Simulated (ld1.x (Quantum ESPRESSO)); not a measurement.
argon (Ar): variants of one PAW potential

Base potential:

ld1.x (Quantum ESPRESSO) 7.5 input, shortened:

```
&input
   title='Ar', zed=18., rel=0, dft='REVPBE', iswitch=3,
   config='[Ne] 3s2 3p5'
 /
 &inputp
   pseudotype=3, lpaw=.true., tm=.true., lloc=-1, rcloc=0.85,
   nlcc=.true., new_core_ps=.true.,
   which_augfun='PSQ', rmatch_augfun_nc=.true.
 /
4
3S  1  0   2.00   0.00  1.25  1.40  0.0
3S  1  0   0.00   1.10  1.25  1.40  0.0
3P  2  1   5.00   0.00  0.95  1.10  0.0
3P  2  1   0.00  -0.90  0.95  1.10  0.0
 &test
   configts(1)='3s2 3p5'
 /
```

Cutoffs, loose and tight: the cutoffs (Ry, on a coarse ladder) from which the occupation-weighted sum of valence levels, in a spherical-Bessel basis at the reference potential, stays within 10 and 1 mRy of its value at 400 Ry. They do not see the model core or the augmentation charge, which bear on the density cutoff. Test errors are all-electron minus pseudo excitation energies from the reference, over the configurations 3s2 3p6; 3s2 3p4; 3s2 3p3; 3s2 3p5.5; 3s1 3p6; 3s2 3p2. A dash means not determined; rows that change the core or the reference have their own tests. The largest error is taken over the tests solved by every variant that gives reliable tests at all: 3s1 3p6; 3s2 3p3; 3s2 3p4; 3s2 3p5.5; 3s2 3p6.

A true bound ghost makes a file unfit for plane-wave use even where its test errors are small: the radial tests pick states by their node count and pass the ghost by.

The default core radius of the base comes out at 0.72 bohr.

```tsv
change	outcome	cutoff, loose	cutoff, tight	bound ghosts	largest test error (meV)
base	generated	21 Ry	80 Ry	none	-12
functional PBE	generated	21 Ry	80 Ry	none	-13
wave 3s channel at 1.1 Ry: rcut 1.25, rcutus 1.40 bohr becomes 3s channel at -2.58 Ry: rcut 1.25, rcutus 1.40 bohr	generated	21 Ry	80 Ry	none	-11
local potential all-electron potential smoothed inside 1.15 bohr (lloc = -1)	generated	21 Ry	80 Ry	none	-13
waves 3s (bound): rcut 1.02, rcutus 1.08 bohr; 3s channel at 1.1 Ry: rcut 1.02, rcutus 1.08 bohr	generated	35 Ry	80 Ry	none	-14
local potential all-electron potential smoothed inside 0.70 bohr (lloc = -1)	generated	21 Ry	70 Ry	s	+18
reference 3s2 3p6	generated	21 Ry	80 Ry	none	-54
waves 3p (bound): rcut 0.95, rcutus 1.38 bohr; 3p channel at -0.9 Ry: rcut 0.95, rcutus 1.38 bohr	generated	35 Ry	45 Ry	none	-11
all radii but the core radius scaled by about 1.42 (s 1.98, p 1.56 bohr, rcut 1.76/1.34); local potential all-electron potential smoothed inside 1.20 bohr (lloc = -1)	generated	30 Ry	35 Ry	none	-5.7
core correction Bessel-smoothed model core inside 0.94 bohr	generated	21 Ry	80 Ry	none	-13
```

Question: What comes out with this change to the base: core [He], valence charge 16; reference 2s2 2p6 3s2 3p5.75; waves now 2s (bound): rcut 0.55, rcutus 0.75 bohr; 3s (bound): rcut 0.55, rcutus 0.75 bohr; 2p (bound): rcut 0.55, rcutus 0.60 bohr; 3p (bound): rcut 0.55, rcutus 0.60 bohr; local potential all-electron potential smoothed inside 0.75 bohr (lloc = -1); core correction a·sin(br)/r model core, default radius (ld1.x builds one for every PAW set, though the input has nlcc=.false.)?

Answer: outcome: generated; cutoff, loose: over 300 Ry; cutoff, tight: over 300 Ry; bound ghosts: none; largest test error (meV): +16.

Question: What comes out with this change to the base: scalar-relativistic?

Answer: outcome: generated; cutoff, loose: 21 Ry; cutoff, tight: 80 Ry; bound ghosts: none; largest test error (meV): -17.
